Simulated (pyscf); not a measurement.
HO–InH–AsH₂, singlet

Gas-phase minimum from PySCF at ωB97X-D3(BJ)/def2-SVP, one conformer. 

```
In
O 1 2.0021
H 2 0.9641 1 114.03
H 1 1.7254 2 117.09 3 -0.08
As 1 2.5449 4 131.65 2 -177.37
H 5 1.5189 1 90.66 4 -138.73
H 5 1.5212 6 93.25 1 -91.73
```

Properties at ωB97X-D3(BJ)/def2-SVP:

```
Quantity                                                                                                                                                                                           Result
---------------------------------------------------------------------------------------------------------------------  ----------------------------------------------------------------------------------
Harmonic wavenumbers, unscaled                                                                                         83, 101, 244, 309, 401, 485, 555, 609, 621, 769, 1016, 1821, 2254, 2273, 3904 cm⁻¹
Zero-point energy                                                                                                                                                                           22.1 kcal/mol
Rotational symmetry number                                                                                                                                                                              1
Entropy of this conformer at 298 K and 1 atm, rigid rotor and harmonic oscillator, modes under 100 cm⁻¹ raised to 100                                                                     346.1 J/(mol K)
Dipole moment                                                                                                                                                                                      1.85 D
```

Single-point totals, which compare only within one level (frozen core for MP2 and CC):

| level | total energy (hartree) |
|---|---|
| ωB97X-D3(BJ)/def2-TZVP | -2503.72681 |
| PBE/def2-TZVP | -2503.27472 |
| r²SCAN/def2-TZVP | -2503.71819 |
| B3LYP-D3(BJ)/def2-TZVP | -2503.81702 |
| PBE0-D3(BJ)/def2-TZVP | -2503.34206 |
| M06-2X/def2-TZVP | -2503.59592 |
| ωB97M-D3(BJ)/def2-TZVP | -2503.75078 |
| HF/def2-TZVPP | -2500.65409 |
| MP2/def2-TZVPP | -2501.46627 |
| CCSD/def2-TZVPP | -2501.47590 |
| CCSD(T)/def2-TZVPP | -2501.50454 |

Soft torsions are taken as harmonic, which can shift the entropy by several J/(mol K). The CCSD(T) − MP2 part came from Ansatz, without density fitting, on the same reference. The frozen core leaves the outer d or s,p core shells of the metals and heavy elements correlated in the MP2 and CC values, and def2-TZVPP describes them poorly, so these totals are far from the basis limit. Elements up to Kr have no core potential and no relativistic terms here. Elements past Kr carry the def2 core potentials, without spin-orbit coupling.
